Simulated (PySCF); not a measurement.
CH7FOSi2, SMILES OC[SiH2][SiH2]F. Atoms are numbered in the order given.

```xyz
12

O     -1.9091     0.7588     0.9942
C     -2.0655    -0.1426    -0.0917
Si    -0.4497    -0.1505    -1.1065
Si     1.1441    -0.0167     0.6086
F      2.6295    -0.3947     0.0381
H     -1.8916     1.6564     0.6445
H     -2.2133    -1.1424     0.3478
H     -2.9724     0.0676    -0.6896
H     -0.3024    -1.3562    -1.9795
H     -0.3861     1.0769    -1.9649
H      0.8159    -0.9868     1.6936
H      1.2283     1.3622     1.1719
```

Geometry optimised at PBE0-D3(BJ)/def2-SVP. This is a generated structure with no PubChem entry under its InChIKey; it may be hypothetical. Other conformers were not sampled.

Two levels are set side by side: PBE/pcSseg-1 (PySCF) and PBE0/pcSseg-1 (PySCF). GIAO shifts against CFCl3 (¹⁹F), H2O (¹⁷O), TMS (²⁹Si), TMS (¹H), TMS (¹³C) at the same level; non-relativistic, no solvent, atoms listed together averaged. Differences are taken from unrounded values.

```csv
quantity,PBE0,PBE,PBE minus PBE0
δ(¹⁷O) of O1 (ppm),22.8,38.2,15.4
δ(¹³C) of C2 (ppm),53.5,57.5,4.0
δ(²⁹Si) of Si3 (ppm),-69.2,-74.2,-5.0
δ(²⁹Si) of Si4 (ppm),10.9,12.8,2.0
δ(¹⁹F) of F5 (ppm),-256.1,-280.2,-24.1
δ(¹H) of H6 (ppm),-0.36,-0.40,-0.04
"δ(¹H) of H7, H8 (ppm)",4.08,4.32,0.23
"δ(¹H) of H11, H12 (ppm)",5.95,6.22,0.27
```

Rough cost on one machine, each run with all the roots and properties that it gave: PBE0 against PBE within a factor of 2.
